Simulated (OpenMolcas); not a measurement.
# CH4AlO2 (SMILES C[O][Al][OH]): the vertical energy of the quartet above the doublet from total energies

CH4AlO2: 8 atoms, total charge 0, spin state doublet. SMILES: `C[O][Al][OH]`. The coordinates come from a PBE0-D4/def2-TZVP relaxation. This is one conformer, not always the lowest.

Both states at this one shape; open shells run unrestricted unless said. 1 Eh = 27.2114 eV.

| level | program | doublet CH4AlO2 (Eh) | quartet CH4AlO2 (Eh) |
| --- | --- | --- | --- |
| UHF/6-311+G** | OpenMolcas | -431.965872 | -431.777544 |
| UM06-2X/6-311+G** | OpenMolcas | -433.411453 | -433.175242 |

Task: Work out the vertical gap, second state less first, at each level.

Result: 
1. UHF/6-311+G**: -431.777544 − (-431.965872) = 0.188328 Eh = 5.12 eV.
2. UM06-2X/6-311+G**: -433.175242 − (-433.411453) = 0.236211 Eh = 6.43 eV.

No measured value is set beside it here; the levels span 5.12 to 6.43 eV. Hartree–Fock favours the state with fewer electron pairs, since it lacks pair correlation.
